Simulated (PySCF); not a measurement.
**NMR data sheet: (CH3)3CCHF2**

- Formula: C5H10F2
- SMILES: CC(C)(C)C(F)F
- Point group of the computed structure: Cs
- Degrees of unsaturation: 0
- Carbon signals: 3
- Proton signals: 2

Molfile (atoms numbered from 1):
```
C5H10F2
     RDKit          3D

 17 16  0  0  0  0  0  0  0  0999 V2000
   -1.0343   -0.7034   -1.0742 C   0  0  0  0  0  0  0  0  0  0  0  0
   -0.1748    0.0290   -0.0433 C   0  0  0  0  0  0  0  0  0  0  0  0
    0.9941    0.7400   -0.7248 C   0  0  0  0  0  0  0  0  0  0  0  0
    0.3412   -0.9447    1.0159 C   0  0  0  0  0  0  0  0  0  0  0  0
   -1.0264    1.0823    0.6554 C   0  0  0  0  0  0  0  0  0  0  0  0
   -2.0843    0.5112    1.2787 F   0  0  0  0  0  0  0  0  0  0  0  0
   -1.5230    1.9716   -0.2375 F   0  0  0  0  0  0  0  0  0  0  0  0
   -0.4364   -1.4667   -1.5945 H   0  0  0  0  0  0  0  0  0  0  0  0
   -1.8867   -1.2036   -0.5923 H   0  0  0  0  0  0  0  0  0  0  0  0
   -1.4285   -0.0044   -1.8260 H   0  0  0  0  0  0  0  0  0  0  0  0
    0.6376    1.4632   -1.4725 H   0  0  0  0  0  0  0  0  0  0  0  0
    1.6165    1.2823    0.0053 H   0  0  0  0  0  0  0  0  0  0  0  0
    1.6388    0.0083   -1.2343 H   0  0  0  0  0  0  0  0  0  0  0  0
    0.9846   -1.7061    0.5500 H   0  0  0  0  0  0  0  0  0  0  0  0
   -0.4888   -1.4590    1.5215 H   0  0  0  0  0  0  0  0  0  0  0  0
    0.9394   -0.4260    1.7826 H   0  0  0  0  0  0  0  0  0  0  0  0
   -0.4511    1.6473    1.4122 H   0  0  0  0  0  0  0  0  0  0  0  0
  1  2  1  0
  2  3  1  0
  2  4  1  0
  2  5  1  0
  5  6  1  0
  5  7  1  0
  1  8  1  0
  1  9  1  0
  1 10  1  0
  3 11  1  0
  3 12  1  0
  3 13  1  0
  4 14  1  0
  4 15  1  0
  4 16  1  0
  5 17  1  0
M  END
```

Calculated, not measured (PySCF 2.14): PBE0/pcSseg-1 with gauge-including orbitals, PBE0-D3(BJ)/def2-SVP geometry, J couplings at B3LYP/pcJ-1 (spin–dipole term only in couplings to heteroatoms). Equivalent nuclei averaged, no relativistic terms, one conformer, isolated molecule.

References, each an isolated molecule treated in the same way: 1H (σref 31.27) and 13C (σref 184.41) against TMS; CFCl3 for 19F (σref 177.25).

| carbon | δC, type | δH (multiplicity, J in Hz) | HMBC from (abs. J ≥ 3 Hz) | span of the C tensor (ppm) |
| --- | --- | --- | --- | --- |
| C1/C3/C4 | 24.1, CH3 | 0.95 (t, 1.4) | H8/H9/H10/H11/H12/H13/H14/H15/H16 | 40 |
| C2 | 35.5, C | – | H17, H8/H9/H10/H11/H12/H13/H14/H15/H16 | 16 |
| C5 | 124.2, CH | 5.37 (t, 65.2) | H8/H9/H10/H11/H12/H13/H14/H15/H16 | 32 |

Other nuclei:
```json
{"atoms": "F6/F7", "nucleus": "19F", "environment": "fluorine of a CF2 group", "δ (ppm)": "-146.0", "σ (ppm)": "323.2"}
```

Selected couplings (Hz, signed; the shortest-range and largest first, 30 at most; isotopes 13C, 19F, 1H): 1J(C5,F6) -304.2, 1J(C5,H17) 185.5, 1J(C1,H8) 133.8, 1J(C2,C5) 44.5, 1J(C1,C2) 36.3, 2J(F6,H17) 65.2, 2J(C2,F6) 18.5, 3J(C1,F6) 3.2, 4J(F6,H8) 1.4.

Carbon types of the structure: 1 × C, 1 × CH, 3 × CH3, which accounts for all hydrogens. δC 124.2: sp3 CH bonded to 2 F; 2 electronegative neighbours deshield it. δC 35.5: quaternary sp3 carbon; a saturated carbon with 4 carbon neighbours and no heteroatom attached. δC 24.1: methyl carbon; a saturated carbon with 1 carbon neighbour and no heteroatom attached. δH 5.37: hydrogen on an sp3 CH bonded to 2 F; its carbon carries F, which withdraws density. δH 0.95: hydrogen on a methyl carbon; far from electronegative atoms and π systems.

Common functionals overestimate the size of one-bond C–F couplings by tens of Hz; these are unscaled. Multiplet labels drop couplings under 1 Hz and merge nearly equal ones. Shifts are as computed. Against solution values, carbons near 30 ppm lie about +2 ppm off and those near 130 ppm about +5 ppm. Of 1211 compounds with measured shifts, 218 miss one by over three times the rms of a fit or turn the order of signals round; such compounds aren't used in these exercises. Unscaled 19F shifts against computed CFCl3 carry errors that often reach 10 to 50 ppm.
